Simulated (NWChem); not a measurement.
Molecule: C₃H₅O₂, doublet; SMILES C(O[C]=O)C

```xyz
10

C     -0.6641    -1.6380     0.3128
C      0.3470    -0.9014    -0.5414
O      0.9811     0.2019     0.2131
C      0.3063     1.3314     0.2888
O     -0.7603     1.6426    -0.1693
H     -1.5090    -0.9759     0.5857
H     -0.1975    -2.0247     1.2400
H     -1.0753    -2.4991    -0.2527
H      1.1980    -1.5441    -0.8358
H     -0.1179    -0.4643    -1.4485
```
Atoms are numbered in this order, from 1.

Results from NWChem. Pople sets run with spherical d functions. Spin-unrestricted. Coordinates come from a PBE-D3(BJ)/def2-SVP, spin-unrestricted optimisation. No frequency run checked for a minimum. No stability test was run on the SCF state. Vertical excitations in the gas phase; the lowest state need not have the same character in each row. Excited states of an open shell can be spin-contaminated.

For level B3LYP/6-31+G*, TDA:

| Quantity | Result |
|---|---|
| lowest empty minus highest occupied level, either spin (eV) | 3.76 |

What are these values for level PBE/6-31+G*, TDA?


| Quantity | Value |
|---|---|
| lowest empty minus highest occupied level, either spin (eV) | 1.72 |
